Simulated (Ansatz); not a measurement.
Cu2S⁻. Total charge -1; doublet. Geometry B3LYP-D4/def2-TZVP, that of the neutral singlet; atoms count from 1.

| atom | x (Å) | y (Å) | z (Å) |
| --- | --- | --- | --- |
| Cu1 | -0.549 | 0.993 | 0.879 |
| Cu2 | 1.284 | -0.216 | -0.604 |
| S3 | -0.735 | -0.777 | -0.275 |

The highest occupied level of the charge -1 doublet lies above zero (up to 0.31 eV). By energy differences its removal costs 1.13 eV (vertical, to the charge 0 singlet, at PBE0-D4/def2-TZVPD); a positive level beside a positive removal energy at the same level points to self-interaction error. The structure comes from a short search, and lower isomers may exist.

Q: Estimate the Mulliken populations from the PBE0/def2-TZVPD orbitals of Ansatz.

A: 
```csv
atom,charge (e),spin (α − β),d electrons
Cu1,-0.26,0.46,9.85
Cu2,-0.26,0.46,9.85
S3,-0.47,0.08,–
```
Mulliken values and Mayer orders depend strongly on the basis. With diffuse functions, as here, like atoms can get unlike values, and bond orders can come out too low or too high.

Q: Where does the spin sit?

A: Summed by element: Cu 0.92, S 0.08, of 1 unpaired in all. Largest on single atoms: Cu1 0.46, Cu2 0.46, S3 0.08.

Q: And the Mayer bond orders between bonded heavy atoms (over 0.3)?

A: Cu1–Cu2 0.80 (2.65 Å); Cu1–S3 0.94 (2.12 Å); Cu2–S3 0.94 (2.12 Å).
